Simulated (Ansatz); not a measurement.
A short molecular-dynamics run on `F[SiH][GeH3]` radical.

```yaml
crystal:
  periodic: [false, false, false]
  atoms:
    - {symbol: F, position_ang: [-0.828176, -1.797623, 1.409514]}
    - {symbol: Si, position_ang: [-0.880442, -1.140528, -0.059400]}
    - {symbol: Ge, position_ang: [0.333818, 0.913359, -0.081629]}
    - {symbol: H, position_ang: [-0.325397, -2.158692, -1.001662]}
    - {symbol: H, position_ang: [0.289651, 1.465152, -1.516011]}
    - {symbol: H, position_ang: [-0.331014, 1.924656, 0.863104]}
    - {symbol: H, position_ang: [1.802660, 0.725477, 0.340384]}
basis:
  gaussian: {orbitals: def2-SVP}
magnetization: {spin_polarized: true, initial_magnetization: 1}
hamiltonian: {xc: {name: PBE}, dispersion: d3bj}
md: {timestep: 1 fs, n_steps: 50, ensemble: nve, temperature: 1500, initial_velocities: maxwell_boltzmann, seed: 359}
```

```sh
$ ansatz run in.yaml --threads 4 --pin off --events-out ev --progress --plain --max-ram 10444MiB
```

```
step  time (fs)  potential energy (eV)  kinetic (eV)  T (K)  conserved (eV)
   0        0.0            -67150.6335        0.9695   1500     -67149.6640
   1        1.0            -67150.5488        0.8876   1373     -67149.6612
   2        2.0            -67150.3557        0.7041   1089     -67149.6517
   3        3.0            -67150.1986        0.5547    858     -67149.6438
   4        4.0            -67150.1904        0.5439    842     -67149.6465
   5        5.0            -67150.2951        0.6403    991     -67149.6548
   6        6.0            -67150.3895        0.7302   1130     -67149.6592
   7        7.0            -67150.3975        0.7393   1144     -67149.6582
   8        8.0            -67150.3232        0.6678   1033     -67149.6554
   9        9.0            -67150.2043        0.5512    853     -67149.6532
  10       10.0            -67150.0753        0.4235    655     -67149.6518
  11       11.0            -67149.9620        0.3122    483     -67149.6498
  12       12.0            -67149.8982        0.2511    389     -67149.6471
  13       13.0            -67149.9265        0.2805    434     -67149.6461
  14       14.0            -67150.0601        0.4103    635     -67149.6497
  15       15.0            -67150.2432        0.5867    908     -67149.6565
  16       16.0            -67150.3744        0.7123   1102     -67149.6621
  17       17.0            -67150.3718        0.7090   1097     -67149.6628
  18       18.0            -67150.2322        0.5757    891     -67149.6565
  19       19.0            -67150.0580        0.4114    637     -67149.6465
  20       20.0            -67149.9971        0.3539    548     -67149.6431
  21       21.0            -67150.0993        0.4494    695     -67149.6498
  22       22.0            -67150.2684        0.6107    945     -67149.6577
  23       23.0            -67150.3830        0.7232   1119     -67149.6598
  24       24.0            -67150.3989        0.7412   1147     -67149.6578
  25       25.0            -67150.3374        0.6823   1056     -67149.6551
  26       26.0            -67150.2357        0.5824    901     -67149.6534
  27       27.0            -67150.1230        0.4713    729     -67149.6518
  28       28.0            -67150.0278        0.3786    586     -67149.6492
  29       29.0            -67149.9914        0.3448    534     -67149.6466
  30       30.0            -67150.0515        0.4042    625     -67149.6473
  31       31.0            -67150.1963        0.5439    842     -67149.6523
  32       32.0            -67150.3503        0.6916   1070     -67149.6586
  33       33.0            -67150.4192        0.7568   1171     -67149.6624
  34       34.0            -67150.3513        0.6909   1069     -67149.6604
  35       35.0            -67150.1847        0.5327    824     -67149.6519
  36       36.0            -67150.0488        0.4051    627     -67149.6436
  37       37.0            -67150.0640        0.4192    649     -67149.6448
  38       38.0            -67150.2141        0.5608    868     -67149.6533
  39       39.0            -67150.3753        0.7161   1108     -67149.6592
  40       40.0            -67150.4517        0.7923   1226     -67149.6594
  41       41.0            -67150.4290        0.7720   1194     -67149.6570
  42       42.0            -67150.3371        0.6824   1056     -67149.6547
  43       43.0            -67150.2121        0.5595    866     -67149.6526
  44       44.0            -67150.0902        0.4404    681     -67149.6497
  45       45.0            -67150.0176        0.3709    574     -67149.6467
  46       46.0            -67150.0387        0.3921    607     -67149.6466
  47       47.0            -67150.1540        0.5033    779     -67149.6507
  48       48.0            -67150.3022        0.6457    999     -67149.6565
  49       49.0            -67150.3956        0.7348   1137     -67149.6609
  50       50.0            -67150.3699        0.7083   1096     -67149.6616
```

Velocities are drawn at the set temperature; a run this short doesn't reach equilibrium.

Frames (Å, forces in eV/Å):

```xyz
7
time=0.0 fs
F    -0.828   -1.798    1.410    0.037   -0.543    1.286
Si   -0.880   -1.141   -0.059   -0.276    0.641   -1.010
Ge    0.334    0.913   -0.082   -0.060   -0.132   -0.016
H    -0.325   -2.159   -1.002    0.152   -0.211   -0.261
H     0.290    1.465   -1.516    0.000    0.098   -0.215
H    -0.331    1.925    0.863   -0.090    0.159    0.144
H     1.803    0.725    0.340    0.237   -0.012    0.072
7
time=2.0 fs
F    -0.819   -1.808    1.413   -0.051   -0.202    0.796
Si   -0.886   -1.118   -0.060    0.362   -0.916   -1.258
Ge    0.332    0.909   -0.082    0.886   -1.749    0.675
H    -0.255   -2.223   -1.013   -0.426    0.751    0.445
H     0.369    1.420   -1.425   -0.046    0.773   -2.241
H    -0.346    1.863    0.755   -1.039    1.499    1.366
H     1.793    0.798    0.365    0.316   -0.156    0.217
7
time=4.0 fs
F    -0.811   -1.818    1.417   -0.140    0.158    0.268
Si   -0.890   -1.097   -0.061    0.711   -1.971   -0.988
Ge    0.330    0.903   -0.083    1.258   -1.660    0.868
H    -0.201   -2.260   -1.008   -0.737    1.193    0.667
H     0.447    1.403   -1.415   -0.009    0.807   -2.516
H    -0.400    1.856    0.695   -1.219    1.697    1.427
H     1.795    0.865    0.397    0.135   -0.225    0.275
7
time=6.0 fs
F    -0.802   -1.829    1.422   -0.224    0.490   -0.208
Si   -0.894   -1.078   -0.064    0.805   -2.571   -0.448
Ge    0.329    0.897   -0.083    0.869    0.500    0.201
H    -0.174   -2.253   -0.979   -0.815    1.234    0.568
H     0.523    1.416   -1.496   -0.211    0.117   -0.663
H    -0.497    1.910    0.688   -0.234    0.478    0.328
H     1.802    0.924    0.439   -0.191   -0.247    0.222
7
time=8.0 fs
F    -0.794   -1.838    1.427   -0.300    0.756   -0.579
Si   -0.896   -1.063   -0.068    0.644   -2.665    0.284
Ge    0.329    0.891   -0.082    0.528    2.301   -0.389
H    -0.177   -2.199   -0.928   -0.643    0.866    0.178
H     0.592    1.433   -1.603   -0.464   -0.422    0.893
H    -0.603    1.983    0.693    0.695   -0.575   -0.502
H     1.802    0.973    0.490   -0.460   -0.261    0.114
7
time=10.0 fs
F    -0.787   -1.846    1.431   -0.361    0.938   -0.834
Si   -0.898   -1.051   -0.072    0.125   -2.078    1.297
Ge    0.328    0.886   -0.082    0.347    3.136   -0.641
H    -0.205   -2.113   -0.872   -0.107   -0.067   -0.599
H     0.643    1.434   -1.679   -0.590   -0.627    1.551
H    -0.683    2.036    0.681    1.133   -1.026   -0.803
H     1.785    1.012    0.545   -0.548   -0.277    0.029
7
time=12.0 fs
F    -0.780   -1.851    1.432   -0.396    1.032   -1.001
Si   -0.900   -1.042   -0.073   -0.607   -1.089    2.405
Ge    0.328    0.882   -0.083    0.181    3.346   -0.709
H    -0.236   -2.030   -0.839    0.638   -1.283   -1.554
H     0.672    1.413   -1.696   -0.599   -0.637    1.655
H    -0.722    2.050    0.639    1.224   -1.084   -0.805
H     1.747    1.040    0.602   -0.442   -0.285    0.009
7
time=14.0 fs
F    -0.774   -1.855    1.432   -0.393    1.043   -1.104
Si   -0.902   -1.035   -0.071   -0.687   -1.049    2.604
Ge    0.328    0.881   -0.083    0.046    3.046   -0.612
H    -0.244   -1.995   -0.863    0.702   -1.440   -1.653
H     0.678    1.367   -1.651   -0.489   -0.504    1.299
H    -0.714    2.024    0.567    1.004   -0.815   -0.601
H     1.692    1.058    0.659   -0.182   -0.281    0.068
7
time=16.0 fs
F    -0.769   -1.857    1.430   -0.359    0.978   -1.133
Si   -0.905   -1.030   -0.066    0.002   -2.117    1.631
Ge    0.328    0.881   -0.084    0.162    1.986   -0.071
H    -0.227   -2.011   -0.948   -0.045   -0.379   -0.637
H     0.666    1.302   -1.558   -0.160   -0.172    0.162
H    -0.668    1.967    0.472    0.277   -0.026   -0.122
H     1.631    1.065    0.719    0.124   -0.269    0.170
7
time=18.0 fs
F    -0.765   -1.856    1.425   -0.304    0.840   -1.056
Si   -0.908   -1.027   -0.059    0.522   -2.907    0.563
Ge    0.329    0.882   -0.085    0.684    0.171    1.194
H    -0.212   -2.042   -1.057   -0.653    0.529    0.389
H     0.648    1.231   -1.461    0.439    0.307   -1.846
H    -0.614    1.911    0.373   -0.987    1.313    0.550
H     1.574    1.061    0.785    0.299   -0.253    0.206
7
time=20.0 fs
F    -0.761   -1.854    1.419   -0.229    0.632   -0.856
Si   -0.911   -1.028   -0.051    0.616   -3.013   -0.177
Ge    0.329    0.883   -0.086    1.035   -0.761    2.040
H    -0.221   -2.054   -1.153   -0.859    0.891    0.965
H     0.647    1.171   -1.433    0.834    0.451   -2.836
H    -0.596    1.904    0.294   -1.646    2.016    0.788
H     1.528    1.048    0.859    0.250   -0.217    0.077
7
time=22.0 fs
F    -0.758   -1.851    1.410   -0.135    0.357   -0.533
Si   -0.913   -1.033   -0.043    0.442   -2.616   -0.693
Ge    0.330    0.884   -0.085    0.578    0.402    1.065
H    -0.262   -2.033   -1.212   -0.807    0.883    1.173
H     0.676    1.127   -1.506    0.546    0.126   -1.183
H    -0.637    1.969    0.243   -0.701    0.991    0.347
H     1.492    1.027    0.935    0.076   -0.143   -0.176
7
time=24.0 fs
F    -0.755   -1.847    1.401   -0.025    0.019   -0.107
Si   -0.914   -1.042   -0.036    0.099   -1.802   -0.973
Ge    0.331    0.885   -0.084   -0.047    1.704   -0.226
H    -0.333   -1.979   -1.228   -0.571    0.571    1.024
H     0.726    1.089   -1.624    0.101   -0.089    0.752
H    -0.704    2.072    0.206    0.507   -0.358   -0.059
H     1.458    1.000    1.005   -0.063   -0.045   -0.410
7
time=26.0 fs
F    -0.752   -1.843    1.391    0.092   -0.364    0.384
Si   -0.915   -1.054   -0.030   -0.420   -0.518   -0.763
Ge    0.333    0.887   -0.083   -0.424    2.153   -0.899
H    -0.426   -1.904   -1.205   -0.134   -0.138    0.314
H     0.780    1.047   -1.716   -0.150   -0.095    1.682
H    -0.753    2.163    0.167    1.126   -1.089   -0.194
H     1.422    0.972    1.059   -0.090    0.051   -0.524
7
time=28.0 fs
F    -0.749   -1.840    1.382    0.209   -0.756    0.891
Si   -0.916   -1.065   -0.025   -1.018    1.091    0.018
Ge    0.334    0.890   -0.082   -0.624    2.033   -1.176
H    -0.524   -1.835   -1.172    0.398   -1.152   -0.971
H     0.828    1.002   -1.745   -0.239   -0.022    1.913
H    -0.760    2.213    0.121    1.281   -1.317   -0.179
H     1.383    0.945    1.093   -0.006    0.125   -0.496
7
time=30.0 fs
F    -0.745   -1.838    1.375    0.320   -1.105    1.354
Si   -0.919   -1.076   -0.020   -1.269    2.089    0.209
Ge    0.335    0.894   -0.082   -0.678    1.584   -1.229
H    -0.607   -1.809   -1.175    0.571   -1.606   -1.601
H     0.868    0.956   -1.701   -0.207    0.064    1.707
H    -0.719    2.213    0.069    1.111   -1.188   -0.095
H     1.344    0.923    1.109    0.151    0.163   -0.345
7
time=32.0 fs
F    -0.741   -1.838    1.370    0.417   -1.350    1.692
Si   -0.924   -1.084   -0.016   -1.119    1.839   -1.117
Ge    0.335    0.899   -0.083   -0.484    0.687   -0.817
H    -0.670   -1.841   -1.234    0.327   -0.939   -0.568
H     0.900    0.913   -1.594    0.048    0.124    0.886
H    -0.637    2.169    0.013    0.493   -0.518    0.037
H     1.311    0.908    1.112    0.318    0.158   -0.114
7
time=34.0 fs
F    -0.736   -1.841    1.369    0.480   -1.425    1.800
Si   -0.930   -1.089   -0.012   -1.013    1.174   -2.475
Ge    0.335    0.905   -0.084   -0.037   -0.856    0.460
H    -0.720   -1.909   -1.315    0.142   -0.051    0.736
H     0.935    0.874   -1.455    0.717    0.093   -0.789
H    -0.537    2.108   -0.042   -0.689    0.942    0.160
H     1.290    0.898    1.110    0.400    0.123    0.107
7
time=36.0 fs
F    -0.730   -1.847    1.372    0.489   -1.298    1.612
Si   -0.938   -1.093   -0.012   -0.999    0.650   -2.907
Ge    0.335    0.910   -0.085    0.254   -2.167    1.783
H    -0.764   -1.980   -1.369    0.114    0.487    1.395
H     0.998    0.838   -1.347    1.455   -0.028   -2.241
H    -0.463    2.082   -0.091   -1.638    2.257    0.143
H     1.283    0.893    1.112    0.325    0.100    0.216
7
time=38.0 fs
F    -0.723   -1.856    1.377    0.434   -1.000    1.162
Si   -0.947   -1.095   -0.016   -0.960    0.271   -2.562
Ge    0.336    0.913   -0.085    0.309   -1.591    1.160
H    -0.803   -2.033   -1.371    0.147    0.706    1.511
H     1.114    0.802   -1.317    1.029    0.010   -1.491
H    -0.447    2.138   -0.134   -1.074    1.489    0.048
H     1.289    0.892    1.122    0.113    0.115    0.172
7
time=40.0 fs
F    -0.715   -1.867    1.386    0.326   -0.599    0.562
Si   -0.957   -1.098   -0.024   -0.856    0.073   -1.644
Ge    0.336    0.916   -0.084    0.593   -0.235   -0.312
H    -0.837   -2.059   -1.317    0.200    0.637    1.188
H     1.267    0.766   -1.343   -0.181    0.218    0.117
H    -0.471    2.247   -0.176    0.057   -0.241    0.057
H     1.299    0.895    1.139   -0.138    0.148    0.032
7
time=42.0 fs
F    -0.706   -1.879    1.395    0.182   -0.166   -0.054
Si   -0.968   -1.100   -0.033   -0.714    0.272   -0.150
Ge    0.337    0.919   -0.083    0.936    0.531   -1.100
H    -0.863   -2.062   -1.218    0.275    0.131    0.308
H     1.414    0.739   -1.367   -1.031    0.363    0.969
H    -0.495    2.350   -0.215    0.686   -1.293    0.117
H     1.304    0.904    1.157   -0.334    0.163   -0.091
7
time=44.0 fs
F    -0.697   -1.891    1.404    0.026    0.243   -0.576
Si   -0.981   -1.102   -0.043   -0.581    0.962    1.724
Ge    0.338    0.922   -0.083    1.146    0.743   -1.333
H    -0.879   -2.062   -1.108    0.380   -0.860   -1.036
H     1.523    0.725   -1.355   -1.401    0.403    1.175
H    -0.494    2.405   -0.250    0.854   -1.642    0.161
H     1.296    0.919    1.171   -0.424    0.150   -0.115
7
time=46.0 fs
F    -0.688   -1.903    1.412   -0.117    0.589   -0.959
Si   -0.994   -1.102   -0.050   -0.424    1.230    2.779
Ge    0.340    0.926   -0.084    1.255    0.603   -1.323
H    -0.880   -2.093   -1.037    0.437   -1.390   -1.700
H     1.578    0.727   -1.299   -1.472    0.374    1.061
H    -0.460    2.398   -0.279    0.731   -1.519    0.160
H     1.272    0.940    1.181   -0.410    0.113   -0.018
7
time=48.0 fs
F    -0.680   -1.913    1.418   -0.235    0.853   -1.221
Si   -1.008   -1.101   -0.054   -0.138    0.143    2.278
Ge    0.343    0.930   -0.086    1.296   -0.008   -1.009
H    -0.865   -2.174   -1.027    0.323   -0.515   -0.934
H     1.579    0.742   -1.203   -1.191    0.267    0.638
H    -0.399    2.334   -0.301    0.269   -0.802    0.068
H     1.233    0.965    1.191   -0.324    0.062    0.180
7
time=50.0 fs
F    -0.671   -1.922    1.422   -0.331    1.034   -1.391
Si   -1.022   -1.100   -0.055    0.216   -1.207    1.453
Ge    0.346    0.933   -0.088    1.090   -1.315   -0.013
H    -0.837   -2.274   -1.052    0.115    0.684    0.055
H     1.535    0.768   -1.084   -0.214    0.030   -0.302
H    -0.329    2.241   -0.322   -0.643    0.764   -0.192
H     1.181    0.993    1.208   -0.233    0.009    0.391
```

Run time 17 s (4 threads of an AMD EPYC 9R45 on a shared host); peak host memory 0.36 GiB.
